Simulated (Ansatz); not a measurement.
**Ligand exchange: C2H3F + SiI4 → C2H2FI + SiHI3**

Species: C2H3F `C=CF`, singlet; SiI4 `I[Si](I)(I)I`, singlet; C2H2FI `C=C(F)I`, singlet; SiHI3 `I[SiH](I)I`, singlet. The partners trade H for I: C–H and Si–I bonds give way to C–I and Si–H.

Shapes, held fixed at every level: PBE0-D4/def2-TZVP. Programs: Ansatz 0.2.0. The zero-point and thermal change to 298 K, harmonic and unscaled (PBE0-D4/def2-TZVP), is -8.9 kJ/mol.

Question: Estimate ΔH(298 K) of this reaction.

Answer: The highest level, CCSD(T)/def2-TZVPP, gives ΔH(298 K) = +118.0 kJ/mol; the levels span +118.0 to +127.7. The column of differences is taken from that level and isn't an error. No measured value is set beside it here. For atoms past krypton def2 sets carry core potentials with scalar relativity. Outer-core shells of I are correlated, in sets that cover them unevenly. Times are processor times on shared x86 and Arm servers, and rough.

| level | kind | ΔH(298 K) (kJ/mol) | less CCSD(T)/def2-TZVPP | CPU time (sum over the molecules) |
| --- | --- | --- | --- | --- |
| HF/def2-SVP | Hartree–Fock | +127.0 | +9.0 | – |
| PBE-D4/def2-TZVPP | GGA | +120.9 | +2.9 | 25 s |
| r2SCAN-D4/def2-TZVPP | meta-GGA | +119.6 | +1.6 | 42 s |
| wB97M-V/def2-TZVPP | range-separated hybrid | +123.4 | +5.4 | 1.9 min |
| MP2/def2-SVP | perturbation theory | +127.7 | +9.7 | – |
| CCSD(T)/def2-SVP | coupled cluster or CI | +119.1 | +1.1 | 45 s |
| CCSD(T)/def2-TZVPP | coupled cluster or CI | +118.0 | 0.0 | 6.4 min |
